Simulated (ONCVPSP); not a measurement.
Before and after: ONCV potential for antimony

ONCVPSP 4.0.1 input, shortened (lines: element, Z, core and valence counts, functional; n l f; lmax; l rc ep ncon nbas qcut; lloc lpopt rc5 dvloc0; l nproj debl; icmod fcfact rcfact), PBE, scalar-relativistic:

```
  Sb 51.00    8    3        4      upf
    1    0    2.00
    2    0    2.00
    2    1    6.00
    3    0    2.00
    3    1    6.00
    3    2   10.00
    4    0    2.00
    4    1    6.00
    4    2   10.00
    5    0    2.00
    5    1    2.50
    2
    0    1.90    0.00    3    8    3.00
    1    2.05    0.00    4    8    3.60
    2    1.40    0.00    4    8    9.90
    2    5    1.40    0.00
    0    3    2.00
    1    2    3.50
    2    0    2.00
    3    2.50    1.60
```

Change: d: nproj 1; local potential polynomial inside 1.25 bohr (lpopt 5, dvloc0 0 Ha).

Cutoffs: the cutoffs (Ha) at which the residual kinetic energy of the hardest occupied pseudo-wave falls to 1 and 0.1 mHa per electron; they do not see the model core or the augmentation charge, which bear on the density cutoff. Errors are all-electron minus pseudo energies relative to the spin-unpolarised reference configuration.

Question: Predict the effect on cutoff, ghosts and configuration errors.

Answer: The potential gets neither clearly harder nor softer (40 Ha and 55 Ha → 40 Ha and 55 Ha); the lowest positive-energy flag moves from s at 5.5 eV to s at 38.5 eV; the errors of the 4 common tests hardly move; the range in which the p phases agree widens (upper end 1.4 → 2.6); neither file shows a bound ghost.

```tsv
quantity	base	changed
cutoff, loose	40 Ha	40 Ha
cutoff, tight	55 Ha	55 Ha
bound ghosts	none	none
GHOST(+) flags under 300 eV	s at 5.5 eV, p at 40.9 eV	s at 38.5 eV, p at 72.1 eV
error for 4d10 5s2 5p3, meV [ΔE -3.26 eV]	+0.9	+0.8
error for 4d10 5s2 5p2, meV [ΔE 5.06 eV]	-1.2	-1.2
error for 4d10 5s2 5p1, meV [ΔE 21.02 eV]	-4.5	-4.8
error for 4d10 5s1 5p3, meV [ΔE 13.79 eV]	-3.3	-3.4
s: phases at 1.93 bohr within 0.05 rad from the reference energy up to (Ha; the scan ends near 5)	to the end of the scan	to the end of the scan
p: phases at 2.08 bohr within 0.05 rad from the reference energy up to (Ha; the scan ends near 5)	1.4	2.6
d: phases at 1.42 bohr within 0.05 rad from the reference energy up to (Ha; the scan ends near 5)	2.4	2.6
rms error of d²Exc/dni dnj with the model core, mHa	0.92	0.92
```
